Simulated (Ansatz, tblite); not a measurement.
Removing and adding an electron: AgPd₃. Charge 0, multiplicity 2. Geometry: PBE0-D4/def2-SVP. Ansatz, gas phase; energy differences of separate SCF runs; the oxidised species is a triplet (the singlet lies 0.37 eV higher at PBE0-D4/def2-TZVP); the reduced species is a singlet (the triplet lies 0.16 eV higher at PBE0-D4/def2-TZVPD).

```tsv
atom	x (Å)	y (Å)	z (Å)
Pd1	0.134	1.560	0.326
Pd2	0.180	-0.199	-1.577
Pd3	1.189	-0.771	0.741
Ag4	-1.503	-0.589	0.509
```

In the def2 sets Ag, Pd take a core potential; there is no spin–orbit coupling. The xTB rows come from tblite. HOMO above LUMO, or a gap near zero within one spin, warns that the state may not be the lowest or that an electron is smeared out. The structure comes from a short search, and lower isomers may exist.

```csv
level,−HOMO (eV),vertical IE (eV),−LUMO (eV),vertical EA (eV),HOMO–LUMO gap (eV),IE − EA (eV),remarks
GFN1-xTB,–,12.25,–,6.19,–,6.06,–
GFN2-xTB,–,10.87,–,5.62,–,5.25,–
r2SCAN-D4/def2-TZVP,4.30,6.98,3.44,–,0.86,–,gap within one spin near zero (+1 triplet)
PBE0-D4/def2-TZVP,5.33,7.01,2.50,–,2.83,–,–
```

Run but left out: PBE-D4/def2-TZVP (charge +1 triplet: an occupied level 0.06 eV above an empty one); PBE-D4/def2-TZVPD (charge -1 singlet: an occupied level 0.05 eV above an empty one); r2SCAN-D4/def2-TZVPD, PBE0-D4/def2-TZVPD (charge -1 singlet: restricted singlet whose occupied levels cross empty ones at other levels, untested at these).   HOMO and LUMO are the levels of the spin that leaves or enters (xTB has no such levels and no spin-polarisation term). Other spin states of the ions may lie lower, which would lower the ionisation energy or raise the affinity. Raw xTB energy differences between charge states are shifted by several eV; the methods need an empirical correction for them.
